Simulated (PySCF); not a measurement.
InHCl₂, SMILES [InH]([Cl])[Cl].

The structure is a stationary point at PBE0-D3(BJ)/def2-TZVP. The def2 effective core potentials stand for the cores of In; spin–orbit coupling is left out.

Level of theory: TDA-ωB97X/def2-SVPD (PySCF).

Vertical excitations. Isolated molecule, no solvent. State labels are in the subgroup C2v.

Give excitation energies, oscillator strengths and character. (An estimate is asked for; the answer gives what the named calculation found.)


```tsv
state	symmetry	energy (eV)	λ (nm)	f	main pairs
S1	B1	6.11	203	0.008	HOMO→LUMO 96 %
S2	A2	6.28	197	0.000	HOMO−1→LUMO 97 %
S3	B2	6.37	195	0.018	HOMO−1→LUMO+1 80 %, HOMO−2→LUMO 13 %
S4	A2	6.48	191	0.000	HOMO−2→LUMO+1 93 %
S5	A1	6.52	190	0.094	HOMO→LUMO+1 84 %
S6	B2	6.73	184	0.034	HOMO−2→LUMO 73 %, HOMO−4→LUMO+1 12 %
S7	B1	6.89	180	0.055	HOMO−3→LUMO+1 90 %
S8	A1	7.12	174	0.017	HOMO−3→LUMO 84 %
S9	B1	7.42	167	0.023	HOMO−5→LUMO 96 %
S10	A2	7.42	167	0.000	HOMO−4→LUMO 97 %
T1	A1	5.68	218	0	HOMO→LUMO+1 88 %
T2	B1	5.90	210	0	HOMO→LUMO 92 %
T3	B2	5.93	209	0	HOMO−1→LUMO+1 90 %
T4	A2	6.12	203	0	HOMO−2→LUMO+1 71 %, HOMO−1→LUMO 20 %
```
Triplets are in the Tamm–Dancoff approximation.
